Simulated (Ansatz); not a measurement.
Isolated molecules relaxed with PBE0-D4/def2-TZVP in Ansatz; ΔE leaves out vibrations. CBS: MP2 limit from def2 TZ/QZ plus the TZ coupled-cluster correction, frozen cores. This one scheme is used for every species. Functionals use def2-TZVPP. B3LYP here is the variant with VWN-RPA as its local correlation; programs differ in this. def2 core potentials past Kr. For I outer-core shells are correlated without core-valence functions, which leaves a few kJ/mol of doubt a bond. Each species was taken in one conformer, which may not be the lowest.

`N[Si]1([AlH2])CO1` + HI → `N[Si]1(I)CO1` + `[AlH3]`  (cleavage of the Si–Al bond)

CCSD(T)/CBS gives -86.7 kJ/mol.

**Question.** Another level gave -67.6 kJ/mol. Which?
A. B2PLYP/def2-TZVPP
B. MP2/def2-TZVPP
C. PBE-D4/def2-TZVPP
D. B3LYP/def2-TZVPP

**Answer.** C. PBE-D4 -67.6, B2PLYP -82.3, B3LYP -75.2, MP2/def2-TZVPP -94.4 kJ/mol.

Largest T1 diagnostic among the species: 0.014.

The D4 term adds −5.1 kJ/mol with B3LYP and −2.5 kJ/mol with PBE0; it sums over pairs of atoms, weighted by their polarisabilities, and B3LYP, whose exchange is more repulsive, gets the larger term. From PBE to PBE0 (25 % exact exchange), in def2-TZVPP and without D4, ΔE moves by −8.4 kJ/mol.
